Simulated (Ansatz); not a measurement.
**SiPH5SeO (SMILES OP[SiH2][SeH]): name the method**

The species is SiPH5SeO (9 atoms), meant as a singlet with charge 0. SMILES: `OP[SiH2][SeH]`. The coordinates come from a PBE0-D4/def2-TZVP relaxation. This is one conformer, not always the lowest.

| atom | x (Å) | y (Å) | z (Å) |
| --- | --- | --- | --- |
| O | -1.0927 | -1.1063 | 1.3910 |
| P | -1.0879 | -0.8412 | -0.2492 |
| Si | 0.3210 | 0.9236 | -0.3318 |
| Se | 2.4619 | 0.2238 | 0.0226 |
| H | -0.9506 | -2.0403 | 1.5620 |
| H | -2.2482 | -0.0166 | -0.3394 |
| H | 0.1602 | 1.5576 | -1.6691 |
| H | 0.0818 | 1.9212 | 0.7420 |
| H | 2.4431 | -0.6683 | -1.1450 |

A calculation with Ansatz 0.2.0 gave:

The total energy is -3137.1067 Eh and the dipole moment is 1.29 D. The HOMO energy is -9.37 eV. The LUMO energy is 2.63 eV and the HOMO–LUMO gap is 12.01 eV. The largest force is 1.323 eV/Å.

Q: Which of these levels gave the numbers?
A. HF/x2c-TZVPPall (sfX2C)
B. B3LYP/6-31G* (spherical functions)
C. PBE0/def2-SVP
D. B3LYP/6-31G* (Cartesian functions)

A: A. The others give -3110.3781 Eh (B3LYP/6-31G* (spherical functions)), -3110.3912 Eh (B3LYP/6-31G* (Cartesian functions)), -3109.4863 Eh (PBE0/def2-SVP).
